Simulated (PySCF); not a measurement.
Computed shifts of a molecule CH6Cl2Si2, PBE0/pcSseg-1 in PySCF, GIAO, gas phase, atoms alike by connectivity averaged where their shifts nearly agree, in ppm (number of nuclei): ²⁹Si: 30.1 (1), -74.3 (1). ¹³C: 2.9 (1). ¹H: 6.25 (1), 4.39 (3), 0.57 (2). References: ²⁹Si against TMS (σ = 352.7 ppm); ¹³C against TMS (σ = 186.3 ppm); ³⁵Cl against HCl (σ = 945.9 ppm); ¹H against TMS (σ = 31.56 ppm), references at their B3LYP-D3(BJ)/def2-TZVP geometries, non-relativistic (without spin–orbit terms, shifts of atoms bonded to Cl or Br come out too high). The structure is a stationary point at r2SCAN-D4/def2-SVP. Other conformers were not sampled.

Problem. Pick the molecule that these values belong to.
(A) C[Si]([SiH3])(Cl)Cl
(B) C[SiH2][SiH](Cl)Cl
(C) Cl[SiH2]C[SiH2]Cl
(D) [SiH3]C[SiH](Cl)Cl

Solution. D, [SiH3]C[SiH](Cl)Cl
